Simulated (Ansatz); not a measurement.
Compare A (`C/C=C\[NH][AlH2]`) with its isomer B (`C[CH2][AlH][CH]=N`).

Computed with Ansatz on PBE0-D4/def2-TZVP structures; ΔE is electronic, products minus reactants. CBS: MP2 limit from def2 TZ/QZ plus the TZ coupled-cluster correction, frozen cores. Functionals use def2-TZVPP. B3LYP here is the variant with VWN-RPA as its local correlation; programs differ in this. One conformer a species, not always the lowest.

Which is lower in electronic energy at CCSD(T)/CBS, and by how much? (Best estimate.)

The calculation gave: A, by 109.4 kJ/mol.

Give E(B) − E(A) in kJ/mol with r2SCAN-D4, ωB97M-V, B3LYP-D4, PBE0-D4, PBE-D4, B3LYP, MP2/def2-TZVPP. (Best estimate.)

Ansatz gave: r2SCAN-D4 118.7, ωB97M-V 108.5, B3LYP-D4 116.4, PBE0-D4 114.7, PBE-D4 112.0, B3LYP 114.9, MP2/def2-TZVPP 116.3. None reverses the order clearly.

Largest T1 diagnostic: 0.012.

From PBE to PBE0 (25 % exact exchange), in def2-TZVPP and without D4, E(B) − E(A) moves by +3.0 kJ/mol.
